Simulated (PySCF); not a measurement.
## C$_{6}$H$_{8}$FPSi: full NMR table

| Item | Value |
| --- | --- |
| Formula | C6H8FPSi |
| SMILES | Fc1cccc(P[SiH3])c1 |
| InChI | InChI=1S/C6H8FPSi/c7-5-2-1-3-6(4-5)8-9/h1-4,8H,9H3 |
| Point group of the computed structure | C1 |
| Carbon signals | 6 |
| Proton signals | 6 |

Molfile (atoms numbered from 1):
```
C6H8FPSi
     RDKit          3D

 17 17  0  0  0  0  0  0  0  0999 V2000
   -2.0211    2.1809    1.8560 F   0  0  0  0  0  0  0  0  0  0  0  0
   -1.6142    1.2237    0.9947 C   0  0  0  0  0  0  0  0  0  0  0  0
   -2.5209    0.2614    0.5865 C   0  0  0  0  0  0  0  0  0  0  0  0
   -2.0902   -0.7110   -0.2994 C   0  0  0  0  0  0  0  0  0  0  0  0
   -0.7844   -0.7209   -0.7546 C   0  0  0  0  0  0  0  0  0  0  0  0
    0.1203    0.2466   -0.3281 C   0  0  0  0  0  0  0  0  0  0  0  0
    1.8372    0.3086   -0.9243 P   0  0  0  0  0  0  0  0  0  0  0  0
    2.8285   -0.5018    0.9164 Si  0  0  0  0  0  4  0  0  0  0  0  0
   -0.3082    1.2381    0.5509 C   0  0  0  0  0  0  0  0  0  0  0  0
   -3.5342    0.2834    0.9546 H   0  0  0  0  0  0  0  0  0  0  0  0
   -2.7815   -1.4688   -0.6364 H   0  0  0  0  0  0  0  0  0  0  0  0
   -0.4625   -1.4840   -1.4489 H   0  0  0  0  0  0  0  0  0  0  0  0
    1.7949   -0.9036   -1.6056 H   0  0  0  0  0  0  0  0  0  0  0  0
    2.1653   -1.6931    1.4518 H   0  0  0  0  0  0  0  0  0  0  0  0
    4.1997   -0.8245    0.5257 H   0  0  0  0  0  0  0  0  0  0  0  0
    2.7966    0.5650    1.9164 H   0  0  0  0  0  0  0  0  0  0  0  0
    0.3676    2.0120    0.8839 H   0  0  0  0  0  0  0  0  0  0  0  0
  1  2  1  0
  2  3  1  0
  3  4  2  0
  4  5  1  0
  5  6  2  0
  6  7  1  0
  7  8  1  0
  6  9  1  0
  9  2  2  0
  3 10  1  0
  4 11  1  0
  5 12  1  0
  7 13  1  0
  8 14  1  0
  8 15  1  0
  8 16  1  0
  9 17  1  0
M  END
```

Non-relativistic Hamiltonian, gas phase, equivalent nuclei averaged, single conformer. Geometry: GFN2-xTB; GIAO PBE0/pcSseg-1 shieldings; PySCF 2.14.

Shifts are taken against calculated references (same method and geometry level): ¹H and ¹³C and ²⁹Si against TMS; ¹⁹F vs CFCl3; ³¹P against H3PO4.

```tsv
carbon	δC, type	δH (multiplicity)	HMBC from (2–3 bonds)	span of the C tensor (ppm)
C2	172.7, C	–	H11, H17, H10	156
C3	119.8, CH	7.14 (m)	H11, H12, H17	187
C4	136.3, CH	7.50 (m)	H12, H10	230
C5	133.0, CH	7.48 (m)	H11, H17, H10, H13	207
C6	143.8, C	–	H11, H12, H17, H14/H15/H16, H13	221
C9	124.4, CH	7.34 (m)	H12, H10, H13	189
```

Other nuclei:
```tsv
atoms	nucleus	environment	δ (ppm)	σ (ppm)
H14/H15/H16	¹H	hydrogen on a silicon bonded to P	4.08	27.63
H13	¹H	hydrogen on a phosphorus bonded to C, Si	3.45	28.27
F1	¹⁹F	aryl fluorine	-114.7	285.6
P7	³¹P	phosphorus bonded to C, Si, H	-166.8	485.1
Si8	²⁹Si	silicon bonded to P, 3 H	-72.4	421.6
```

1. δC 172.7: aromatic carbon bearing fluorine; σ withdrawal by the attached heteroatom moves it downfield of the ring CH carbons.
2. δC 143.8: substituted aromatic carbon.
3. δC 136.3, 133.0, 124.4, 119.8: aromatic CH.
4. δH 7.50, 7.48, 7.34, 7.14: hydrogen on an aromatic CH; it sits in the deshielding region of the aromatic ring current.
5. δH 4.08: hydrogen on a silicon bonded to P.

Splittings by ¹⁹F and ³¹P in the carbon and heteronuclear signals aren't shown, as no couplings were computed. Shifts are as computed. Against solution values, carbons near 30 ppm lie about +3 ppm off and those near 130 ppm about +5 ppm. Of 1211 compounds with measured shifts, 218 miss one by over three times the rms of a fit or turn the order of signals round; such compounds aren't used in these exercises. Unscaled 19F shifts against computed CFCl3 carry errors that often reach 10 to 50 ppm. Experimental scales use liquid or dissolved standards, which lie at an offset from isolated H3PO4. Multiplicities follow the n + 1 count of equivalent neighbours, as no J values were calculated; m marks all less simple cases, F and P coupling included.
